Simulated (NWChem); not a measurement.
Everything below was run with NWChem. System: C3H7O, charge 0, spin multiplicity 2, at a geometry optimised with UB3LYP/def2-SVP. The structure started from a generated list of species. Its SCF solution wasn't tested for a lower state. Level: UHF/def2-TZVP.

Input file:

```
start mol
memory heap 200 mb stack 900 mb global 1100 mb
geometry units angstroms nocenter noautoz noautosym
  C      1.307795    -0.656615     0.131323
  C      0.013354    -0.003581    -0.215118
  C     -1.297118    -0.636536     0.126607
  O      0.081000     1.369695    -0.157117
  H      1.525877    -0.606762     1.221357
  H      1.304066    -1.719768    -0.154795
  H      2.144019    -0.157294    -0.384057
  H     -2.133365    -0.165444    -0.422696
  H     -1.539333    -0.556111     1.210776
  H     -1.299357    -1.707592    -0.128196
  H     -0.794094     1.735798    -0.342329
end
basis spherical
  * library def2-tzvp
end
scf
  uhf
  nopen 1
  maxiter 100
  thresh 1e-7
  semidirect memsize 60000000 filesize 0
  # guess.movecs holds the orbitals of an unrestricted PBE0 run
  vectors input guess.movecs output mol.movecs
end
task scf energy
```

Output (cleaned and shortened):

```
             Northwest Computational Chemistry Package (NWChem) 7.3.0
             --------------------------------------------------------

                                NWChem Input Module
                                -------------------

 Scaling coordinates for geometry "geometry" by  1.889725989
 (inverse scale =  0.529177249)

                             Geometry "geometry" -> ""
                             -------------------------

 Output coordinates in angstroms (scale by  1.889725989 to convert to a.u.)

  No.       Tag          Charge          X              Y              Z
 ---- ---------------- ---------- -------------- -------------- --------------
    1 C                    6.0000     1.30779500    -0.65661500     0.13132300
    2 C                    6.0000     0.01335400    -0.00358100    -0.21511800
    3 C                    6.0000    -1.29711800    -0.63653600     0.12660700
    4 O                    8.0000     0.08100000     1.36969500    -0.15711700
    5 H                    1.0000     1.52587700    -0.60676200     1.22135700
    6 H                    1.0000     1.30406600    -1.71976800    -0.15479500
    7 H                    1.0000     2.14401900    -0.15729400    -0.38405700
    8 H                    1.0000    -2.13336500    -0.16544400    -0.42269600
    9 H                    1.0000    -1.53933300    -0.55611100     1.21077600
   10 H                    1.0000    -1.29935700    -1.70759200    -0.12819600
   11 H                    1.0000    -0.79409400     1.73579800    -0.34232900

 Effective nuclear repulsion energy (a.u.)     125.6483682397

            Nuclear Dipole moment (a.u.)
            ----------------------------
        X                 Y               Z
 ---------------- ---------------- ----------------
    -0.0000018897    -0.0000094486    -0.0000075589


 Summary of "ao basis" -> "" (spherical)
 ------------------------------------------------------------------------------
       Tag                 Description            Shells   Functions and Types
 ---------------- ------------------------------  ------  ---------------------
 *                         def2-tzvp                  on all atoms

 Summary of "ao basis" -> "ao basis" (spherical)
 ------------------------------------------------------------------------------
       Tag                 Description            Shells   Functions and Types
 ---------------- ------------------------------  ------  ---------------------
 C                         def2-tzvp                11       31   5s3p2d1f
 O                         def2-tzvp                11       31   5s3p2d1f
 H                         def2-tzvp                 4        6   3s1p

                                 NWChem SCF Module
                                 -----------------

  ao basis        = "ao basis"
  functions       =   166
  atoms           =    11
  alpha electrons =    17
  beta  electrons =    16
  charge          =   0.00
  wavefunction    = UHF
  use symmetry    = F
  symmetry adapt  = F

 Summary of "ao basis" -> "ao basis" (spherical)
 ------------------------------------------------------------------------------
       Tag                 Description            Shells   Functions and Types
 ---------------- ------------------------------  ------  ---------------------
 C                         def2-tzvp                11       31   5s3p2d1f
 O                         def2-tzvp                11       31   5s3p2d1f
 H                         def2-tzvp                 4        6   3s1p
[...]
    36     -1.943534   2 C  s               151     -1.527705   9 H  s
   145     -1.426458   8 H  s               157     -1.218521  10 H  s
   127     -1.132220   5 H  s               133     -0.944426   6 H  s
   163     -0.904144  11 H  s               139     -0.832466   7 H  s

 Vector   18  Occ=0.000000D+00  E= 1.548522D-01
              MO Center= -4.8D-01,  2.1D-01, -1.1D-01, r^2= 5.5D+00
   Bfn.  Coefficient  Atom+Function         Bfn.  Coefficient  Atom+Function
  ----- ------------  ---------------      ----- ------------  ---------------
   127      1.126080   5 H  s               145     -1.104327   8 H  s
   163     -0.924257  11 H  s                67      0.901973   3 C  s
   151      0.764960   9 H  s                76     -0.593903   3 C  pz
    14     -0.511298   1 C  pz              157     -0.506329  10 H  s
     5     -0.371817   1 C  s                45     -0.339404   2 C  pz

 Vector   19  Occ=0.000000D+00  E= 1.769241D-01
              MO Center=  7.0D-01, -4.6D-01, -1.8D-01, r^2= 8.7D+00
   Bfn.  Coefficient  Atom+Function         Bfn.  Coefficient  Atom+Function
  ----- ------------  ---------------      ----- ------------  ---------------
     5      5.435183   1 C  s               133     -2.074337   6 H  s
   139     -1.875885   7 H  s                36     -1.441233   2 C  s
   127     -1.370265   5 H  s               163      1.025081  11 H  s
   157     -0.709774  10 H  s                 4     -0.598926   1 C  s
   151      0.583692   9 H  s                43     -0.548585   2 C  px

 center of mass
 --------------
 x =   0.02514017 y =   0.10065780 z =  -0.03172845

 moments of inertia (a.u.)
 ------------------
         194.152998170342           0.472522206521          -0.652065655872
           0.472522206521         227.180907108377          24.233118127850
          -0.652065655872          24.233118127850         387.043208832677

  Mulliken analysis of the total density
  --------------------------------------

    Atom       Charge   Shell Charges
 -----------   ------   -------------------------------------------------------
    1 C    6     6.28   0.85  1.12  0.47  0.67  0.06  1.25  1.40  0.38  0.02  0.06  0.00
    2 C    6     5.85   0.85  1.12  0.48  0.61  0.12  1.18  1.17  0.13  0.03  0.14  0.01
    3 C    6     6.31   0.85  1.12  0.47  0.67  0.08  1.25  1.39  0.39  0.02  0.06  0.00
    4 O    8     8.52   0.79  1.18  0.56  0.96  0.29  1.85  2.06  0.79  0.00  0.03  0.00
    5 H    1     0.91   0.26  0.49  0.13  0.02
    6 H    1     0.90   0.26  0.50  0.12  0.02
    7 H    1     0.88   0.26  0.49  0.11  0.02
    8 H    1     0.90   0.26  0.50  0.12  0.02
    9 H    1     0.90   0.26  0.49  0.13  0.02
   10 H    1     0.89   0.26  0.49  0.11  0.02
   11 H    1     0.67   0.25  0.34  0.04  0.05

  Mulliken analysis of the alpha density
  --------------------------------------

    Atom       Charge   Shell Charges
 -----------   ------   -------------------------------------------------------
    1 C    6     3.07   0.43  0.56  0.23  0.32  0.02  0.61  0.67  0.18  0.01  0.03  0.00
    2 C    6     3.44   0.43  0.56  0.26  0.34  0.08  0.77  0.79  0.10  0.02  0.07  0.01
    3 C    6     3.09   0.43  0.56  0.23  0.32  0.04  0.61  0.67  0.18  0.01  0.04  0.00
    4 O    8     4.28   0.40  0.59  0.28  0.48  0.15  0.95  1.04  0.37  0.00  0.02  0.00
    5 H    1     0.49   0.14  0.26  0.08  0.01
    6 H    1     0.45   0.13  0.25  0.06  0.01
    7 H    1     0.45   0.13  0.25  0.05  0.01
    8 H    1     0.46   0.13  0.26  0.06  0.01
    9 H    1     0.49   0.14  0.26  0.08  0.01
   10 H    1     0.45   0.13  0.25  0.06  0.01
   11 H    1     0.33   0.12  0.17  0.02  0.02

   Mulliken analysis of the beta density
   -------------------------------------

    Atom       Charge   Shell Charges
 -----------   ------   -------------------------------------------------------
    1 C    6     3.21   0.43  0.56  0.24  0.34  0.03  0.64  0.73  0.20  0.01  0.02  0.00
    2 C    6     2.41   0.43  0.56  0.22  0.27  0.04  0.41  0.38  0.02  0.02  0.07  0.01
    3 C    6     3.22   0.43  0.56  0.24  0.34  0.04  0.64  0.73  0.21  0.01  0.02  0.00
    4 O    8     4.24   0.40  0.59  0.28  0.48  0.15  0.90  1.02  0.41  0.00  0.01  0.00
    5 H    1     0.41   0.12  0.23  0.05  0.01
    6 H    1     0.44   0.13  0.25  0.06  0.01
    7 H    1     0.43   0.13  0.24  0.05  0.01
    8 H    1     0.44   0.13  0.24  0.06  0.01
    9 H    1     0.41   0.12  0.23  0.05  0.01
   10 H    1     0.44   0.13  0.24  0.05  0.01
   11 H    1     0.34   0.12  0.17  0.02  0.02

   Mulliken analysis of the spin density
   -------------------------------------

    Atom       Charge   Shell Charges
 -----------   ------   -------------------------------------------------------
    1 C    6    -0.14  -0.00  0.00 -0.01 -0.02 -0.01 -0.03 -0.06 -0.03  0.00  0.01  0.00
    2 C    6     1.02   0.00 -0.00  0.05  0.08  0.04  0.36  0.41  0.08 -0.00  0.01 -0.00
    3 C    6    -0.13  -0.00  0.00 -0.00 -0.02 -0.01 -0.03 -0.06 -0.03  0.00  0.01  0.00
    4 O    8     0.04   0.00 -0.00  0.00  0.00 -0.00  0.05  0.02 -0.04  0.00  0.00  0.00
    5 H    1     0.08   0.01  0.04  0.03 -0.00
    6 H    1     0.01   0.00  0.01  0.00 -0.00
    7 H    1     0.02   0.00  0.01  0.00 -0.00
    8 H    1     0.02   0.00  0.01  0.00 -0.00
    9 H    1     0.08   0.01  0.04  0.03 -0.00
   10 H    1     0.01   0.00  0.00  0.00 -0.00
   11 H    1    -0.00  -0.00 -0.00 -0.00  0.00

       Multipole analysis of the density wrt the origin
       ------------------------------------------------

     L   x y z        total         alpha         beta         nuclear
     -   - - -        -----         -----         ----         -------
     0   0 0 0     -0.000000    -17.000000    -16.000000     33.000000

     1   1 0 0     -0.577111     -0.293481     -0.283628     -0.000002
     1   0 1 0     -0.258531     -0.127192     -0.131330     -0.000009
     1   0 0 1      0.008785      0.301081     -0.292288     -0.000008

     2   2 0 0    -18.225445    -78.252068    -76.659533    136.686156
     2   1 1 0     -2.190912      0.261123      0.288603     -2.740638
     2   1 0 1      0.436502     -0.191367     -0.232084      0.859953
     2   0 2 0    -19.280500    -63.212321    -61.923524    105.855345
     2   0 1 1     -0.436017      7.169653      7.075192    -14.680863
     2   0 0 2    -20.054489    -18.931242    -15.822601     14.699354

 Task  times  cpu:      126.2s     wall:      126.2s

 Total times  cpu:      126.2s     wall:      126.2s
```
